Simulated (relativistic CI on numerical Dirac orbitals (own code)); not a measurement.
## Crystal-field levels of Fe³⁺, 3d5

Calculated by Dirac-Coulomb-Breit CI, orbitals from a KLI potential per configuration, model QED (radiative potential, 1s self-energy scaled to tabulated hydrogen-like ionisation energies), valence Slater integrals scaled by 0.75, one configuration in a parametric crystal field (own radial code).

Field parameters in Wybourne normalisation: D3d B²₀ = −7Dσ, B⁴₀ = −14Dq − 21Dτ, B⁴₃ = −14√(10/7) Dq. The field is a parameter set, without covalency.

S and J are read from ⟨S²⟩ = S(S + 1) and ⟨J²⟩ = J(J + 1) of each level; they are not fictitious spins.

D3d, 10Dq = 25950, Dσ = -1200, Dτ = 0 cm⁻¹, the lowest 10 levels:

```csv
E (cm⁻¹),Degeneracy,Irrep,S,J
0.0,2,Γ4,0.51,4.57
1901,2,Γ4,0.51,4.60
2426,2,Γ5+Γ6,0.51,4.43
5943,2,Γ4,2.48,2.53
5945,2,Γ5+Γ6,2.48,2.53
5951,2,Γ4,2.48,2.53
9709,2,Γ5+Γ6,1.51,3.61
9752,2,Γ4,1.52,3.58
10564,2,Γ4,1.52,3.82
10624,2,Γ5+Γ6,1.51,3.64
```

Principal g values of the ground doublet: 1.73, 2.55, 2.55.

D3d, 10Dq = 25950, Dσ = 1200, Dτ = 0 cm⁻¹, the lowest 16 levels:

```
E (cm⁻¹)  Degeneracy  Irrep     S     J
     0.0           2     Γ4  0.51  4.66
     582           2  Γ5+Γ6  0.51  4.42
    2306           2     Γ4  0.51  4.50
    5468           2     Γ4  2.48  2.53
    5475           2  Γ5+Γ6  2.48  2.53
    5480           2     Γ4  2.48  2.53
    9347           2     Γ4  1.50  3.52
    9386           2  Γ5+Γ6  1.52  3.63
    9391           2     Γ4  1.51  3.52
    9431           2     Γ4  1.52  3.66
   10878           2  Γ5+Γ6  1.51  3.53
   10927           2     Γ4  1.51  3.49
   16522           2     Γ4  1.50  4.03
   16566           2  Γ5+Γ6  1.50  3.80
   16604           2     Γ4  1.50  3.57
   16635           2     Γ4  1.50  3.34
```

Principal g values of the ground doublet: 0.74, 0.74, 4.07.

D3d, 10Dq = 25950, Dσ = 980, Dτ = 0 cm⁻¹, the lowest 16 levels:

```
E (cm⁻¹)  Degeneracy  Irrep     S     J
     0.0           2     Γ4  0.51  4.68
     603           2  Γ5+Γ6  0.51  4.42
    1995           2     Γ4  0.51  4.49
    5299           2     Γ4  2.48  2.53
    5304           2  Γ5+Γ6  2.48  2.53
    5308           2     Γ4  2.48  2.53
    9397           2     Γ4  1.50  3.52
    9430           2  Γ5+Γ6  1.52  3.64
    9440           2     Γ4  1.51  3.51
    9472           2     Γ4  1.52  3.66
   10611           2  Γ5+Γ6  1.51  3.53
   10660           2     Γ4  1.51  3.49
   16425           2     Γ4  1.50  4.02
   16469           2  Γ5+Γ6  1.50  3.80
   16508           2     Γ4  1.50  3.58
   16541           2     Γ4  1.50  3.35
```

Principal g values of the ground doublet: 0.85, 0.85, 4.04.

D3d, 10Dq = 25950, Dσ = 760, Dτ = 0 cm⁻¹, the lowest 16 levels:

```tsv
E (cm⁻¹)	Degeneracy	Irrep	S	J
0.0	2	Γ4	0.51	4.69
629	2	Γ5+Γ6	0.51	4.42
1689	2	Γ4	0.51	4.48
5148	2	Γ4	2.48	2.53
5152	2	Γ5+Γ6	2.48	2.53
5155	2	Γ4	2.48	2.53
9439	2	Γ4	1.50	3.53
9465	2	Γ5+Γ6	1.51	3.65
9482	2	Γ4	1.51	3.52
9506	2	Γ4	1.52	3.64
10351	2	Γ5+Γ6	1.51	3.53
10400	2	Γ4	1.51	3.49
16354	2	Γ4	1.50	4.01
16398	2	Γ5+Γ6	1.50	3.80
16436	2	Γ4	1.50	3.58
16471	2	Γ4	1.50	3.36
```

Principal g values of the ground doublet: 1.01, 1.01, 3.98.

D3d, 10Dq = 25950, Dσ = 550, Dτ = 0 cm⁻¹, the lowest 10 levels:

```tsv
E (cm⁻¹)	Degeneracy	Irrep	S	J
0.0	2	Γ4	0.51	4.71
661	2	Γ5+Γ6	0.51	4.43
1408	2	Γ4	0.51	4.46
5024	2	Γ4	2.48	2.53
5026	2	Γ5+Γ6	2.48	2.53
5028	2	Γ4	2.48	2.52
9472	2	Γ4	1.51	3.55
9493	2	Γ5+Γ6	1.51	3.66
9514	2	Γ4	1.51	3.57
9535	2	Γ4	1.51	3.58
```

Principal g values of the ground doublet: 1.23, 1.23, 3.84.

The free-ion ground term has S = 5/2. The field overcomes the spin-pairing energy for D3d, 10Dq = 25950, Dσ = -1200, Dτ = 0 cm⁻¹; D3d, 10Dq = 25950, Dσ = 1200, Dτ = 0 cm⁻¹; D3d, 10Dq = 25950, Dσ = 980, Dτ = 0 cm⁻¹; D3d, 10Dq = 25950, Dσ = 760, Dτ = 0 cm⁻¹; D3d, 10Dq = 25950, Dσ = 550, Dτ = 0 cm⁻¹, where the ground state has lower spin; these fields are assumed values.

Levels of this model without a field, named by their leading LS term (the scale mimics covalency, so terms lie below those of the real free ion): ⁶S5/2 0, ⁴G11/2 27529, ⁴G9/2 27579, ⁴G5/2 27591, ⁴G7/2 27594, ⁴P5/2 31730, ⁴P3/2 31818, ⁴P1/2 31912 cm⁻¹.
